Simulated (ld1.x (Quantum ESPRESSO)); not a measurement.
Hg (Z = 80): one change to a TM potential, before and after

| Item | Value |
| --- | --- |
| Element | mercury (Hg) |
| Generator | ld1.x (Quantum ESPRESSO) 7.5 |
| Type | norm-conserving Troullier–Martins (Kleinman–Bylander form) |
| Functional | LDA (PZ) |
| Relativity | non-relativistic |
| Frozen core | [Kr] 4d10 4f14 |
| Valence charge | 20 |
| Reference configuration | 5s2 5p6 5d10 6s1.5 6p0.5 |
| Partial waves | 5s (bound): rc 1.20 bohr; 5p (bound): rc 1.65 bohr; 5f channel at 0.15 Ry: rc 1.65 bohr; 5d (bound): rc 2.05 bohr |
| Local potential | the d channel |
| Core correction | none |

Occupied shells without a wave of their own: 6p, 6s. They enter only through the test configuration that unscreens the potential.

All-electron outer shells of the reference configuration (LDA (PZ), non-relativistic, ld1.x):

| shell | level (eV) | outermost node (bohr) | outermost maximum (bohr) |
| --- | --- | --- | --- |
| 4d | -355.13 | 0.20 | 0.40 |
| 4f | -112.70 | – | 0.36 |
| 5s | -94.01 | 0.52 | 0.91 |
| 5p | -62.40 | 0.53 | 0.97 |
| 5d | -13.14 | 0.55 | 1.15 |
| 6s | -6.15 | 1.20 | 2.50 |
| 6p | -1.93 | 1.33 | 3.30 |

Change: fully relativistic.

Cutoffs: the cutoffs (Ry, on a coarse ladder) from which the occupation-weighted sum of valence levels, in a spherical-Bessel basis at the reference potential, stays within 10 and 1 mRy of its value at 400 Ry; they do not see the model core or the augmentation charge, which bear on the density cutoff. Errors are all-electron minus pseudo energies relative to the spin-unpolarised reference configuration.

Question: What does the change do?

Answer: The potential gets neither clearly harder nor softer (110 Ry and 180 Ry → 110 Ry and 200 Ry); a bound ghost appears in s, which as a rule spoils a file; the miss of the reference levels goes from 0.04 to 1.14 eV; the number of tests with a reliable result goes from 9 to 7; of the 7 tests that both files solve, the error grows in 7 and shrinks in 0 by more than 15 % and 0.3 meV (median size 44.2 → 768.0 meV). In the changed file the local d channel has no projectors, so it cannot carry the spin–orbit splitting, and the file is wrong for that shell.

| quantity | base | changed |
| --- | --- | --- |
| cutoff, loose | 110 Ry | 110 Ry |
| cutoff, tight | 180 Ry | 200 Ry |
| loose cutoff by channel (10 mRy a level) | s 100 Ry, p 25 Ry, d 40 Ry | s 100 Ry, p 35 Ry, d 40 Ry |
| bound ghosts | none | s |
| largest miss of a reference level, eV | 0.04 | 1.14 |
| error for 5s2 5p6 5d10 6s2 6p0, meV [ΔE -2.08 → -2.99 eV] | -38 | -445 |
| error for 5s2 5p6 5d10 6s1 6p0, meV [ΔE 6.94 → 8.07 eV] | -5.8 | +430 |
| error for 5s2 5p6 5d10 6s0 6p0, meV [ΔE 23.32 → 27.48 eV] | +44 | +1676 |
| error for 5s2 5p5 5d10 6s2 6p0, meV [ΔE 66.22 → 71.83 eV] | -114 | -749 |
| error for 5s2 5p6 5d9 6s0 6p0, meV [ΔE 60.06 → 63.29 eV] | +42 | +2190 |
| error for 5s1 5p6 5d10 6s2 6p0, meV [ΔE 98.14 → 122.73 eV] | -77 | -768 |
| error for 5s2 5p6 5d10 6s0 6p2, meV [ΔE 6.61 → 9.64 eV] | +143 | +1549 |
| s: phases at 2.25 bohr within 0.05 rad from the reference energy up to (Ry; the scan ends near 5) | to the end of the scan | -1.6 |

Changed file: The 6p, 6s levels have no wave, so the channel is fitted at the deeper level alone: the likely source of the large errors. A true bound ghost makes a file unfit for plane-wave use even where its test errors are small: the radial tests pick states by their node count and pass the ghost by.
